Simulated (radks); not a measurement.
Values are calculated unless marked as measured or tabulated.
How relativity changes the ionisation of neutral scandium ([Ar] 3d1 4s2) to Sc+ ([Ar] 3d1 4s1). Spin-unpolarised spherical Kohn-Sham, PBE, point nucleus unless stated (finite: rms radius 3.5459 fm), a radial shooting solver on a logarithmic mesh with Libxc functionals. A level marked "c x" has the speed of light scaled by that factor and shares open shells by 2j + 1; other Dirac levels either fill j = l - 1/2 first or share by 2j + 1.

level,E(Sc) (hartree),E(Sc+) (hartree),IE (eV),HOMO,<r> HOMO (bohr)
non-rel.,-760.38465,-760.13280,6.853,3d,1.846
scalar-rel.,-764.05640,-763.80295,6.897,3d,1.869
"scalar-rel., finite nucleus",-764.05496,-763.80151,6.897,3d,1.869
"Dirac, 2j+1 shares",-764.06267,-763.80922,6.897,3d5/2,1.871
"Dirac, low j first",-764.06334,-763.80994,6.895,3d3/2,1.866
"Dirac, 2j+1 shares, finite nucleus",-764.06123,-763.80777,6.897,3d5/2,1.871
"Dirac, c x 0.75",-766.98309,-766.72834,6.932,3d5/2,1.892
"Dirac, c x 0.85",-765.49817,-765.24408,6.914,3d5/2,1.882
"Dirac, c x 2",-761.29624,-761.04399,6.864,3d5/2,1.852

NIST Atomic Spectra Database: 6.561 eV (measured). The relativistic part of the total energy of Sc is -3.677 hartree (Dirac, 2j+1 shares, finite nucleus), 0.48 % of the non-relativistic value. Spin polarisation and multiplet splitting of open shells are left out at every level.

Beside tabulated values, note that spin-unpolarised runs miss the spin-polarisation part of the exchange energy of open shells.
